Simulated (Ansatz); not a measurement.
`C[C](=O)[InH2]` → `O=[CH][InH2]` + `[CH2]` (triplet) at 700 K and 1 bar (formal loss of a carbene).

Calculated with Ansatz (gas phase, PBE0-D4/def2-TZVP geometries, no zero-point term in ΔE). CCSD(T)/CBS adds triple-zeta CCSD(T) − MP2 to the extrapolated MP2 energy (def2 sets, frozen cores). This one scheme is used for every species. Triplets are unrestricted, without spin–orbit coupling. def2 core potentials past Kr. For In outer-core shells are correlated without core-valence functions, which leaves a few kJ/mol of doubt a bond.

```csv
species,CCSD(T)/CBS energy (Eh),H − E (kJ/mol),S (J/(mol·K))
`C[C](=O)[InH2]`,-344.04613,219.4,451.4
`O=[CH][InH2]`,-304.76964,127.0,388.4
`[CH2]` (triplet),-39.09499,70.4,226.8
```

H − E and S are ideal-gas, rigid-rotor, harmonic terms from PBE0-D4/def2-TZVP, with the whole ground term of open shells counted as degenerate. 1 Eh = 2625.50 kJ/mol, R = 8.31446 J/(mol·K).

**Question.** By hand: ΔE, ΔH, ΔS and ΔG.

**Answer.** ΔE = (-304.76964) + (-39.09499) − (-344.04613) = 0.18150 Eh = 476.5 kJ/mol. Δ(H − E) = 127.0 + 70.4 − 219.4 = -22.0, so ΔH = 454.5 kJ/mol. ΔS = 388.4 + 226.8 − 451.4 = 163.8 J/(mol·K). ΔG = 454.5 − 700 × (163.8)/1000 = 339.8 kJ/mol.

**Question.** By hand: the equilibrium constant, and the temperature at which ΔG would vanish if ΔH and ΔS stayed fixed.

**Answer.** log₁₀ K = −ΔG/(RT ln 10) = -25.4. ΔG = 0 at ΔH/ΔS = 2775 K, far beyond where these terms or the molecules hold.

The number of gas molecules changes by +1, which sets the sign of ΔS. A doubt of 5 kJ/mol in ΔE shifts log₁₀ K by 0.4 here. A triplet takes part, so the spin changes. These are equilibria of isolated gas molecules and say nothing of rates. Largest T1 diagnostic: 0.018 (customary marks: 0.02 for closed shells, 0.045 for open ones).
